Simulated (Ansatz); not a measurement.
Start from `C[O][Mo]([OH])([F])([F])([F])[O]C` and change one element to get `C[O][W]([OH])([F])([F])([F])[O]C`.

Ansatz, PBE0-D4/def2-TZVP geometries, multiplicity 1. Each molecule was computed in one conformer, which needn't be the lowest.

Elements past krypton have def2 core potentials.

```tsv
property	`C[O][Mo]([OH])([F])([F])([F])[O]C`
HOMO energy (PBE0/def2-TZVPP) / eV	-9.14
HOMO energy (PBE/def2-TZVPP) / eV	-7.53
HOMO–LUMO gap (PBE0/def2-TZVPP) / eV	5.75
HOMO–LUMO gap (B3LYP/def2-TZVPP) / eV	5.30
LUMO energy (PBE/def2-TZVPP) / eV	-3.90
size of the dipole moment (PBE/def2-TZVPP) / D	3.58
```

(1) What does the change do to each property? (An estimate is asked.)

## Answers

(1) Computed: 
| property | `C[O][W]([OH])([F])([F])([F])[O]C` | shift |
| --- | --- | --- |
| HOMO energy (PBE0/def2-TZVPP) / eV | -9.04 | 0.10 |
| HOMO energy (PBE/def2-TZVPP) / eV | -7.43 | 0.10 |
| HOMO–LUMO gap (PBE0/def2-TZVPP) / eV | 6.55 | 0.80 |
| HOMO–LUMO gap (B3LYP/def2-TZVPP) / eV | 6.09 | 0.79 |
| LUMO energy (PBE/def2-TZVPP) / eV | -3.10 | 0.80 |
| size of the dipole moment (PBE/def2-TZVPP) / D | 3.43 | -0.15 |

With PBE0 the HOMO rises by 0.10 eV and the LUMO rises by 0.90 eV, so the gap widens by about 0.80 eV. PBE moves the HOMO by 0.10 eV and ωB97M-V by 0.09 eV. Dipoles are sizes alone; their direction can turn.

B3LYP here is the variant with VWN-RPA as its local correlation; programs differ in this.
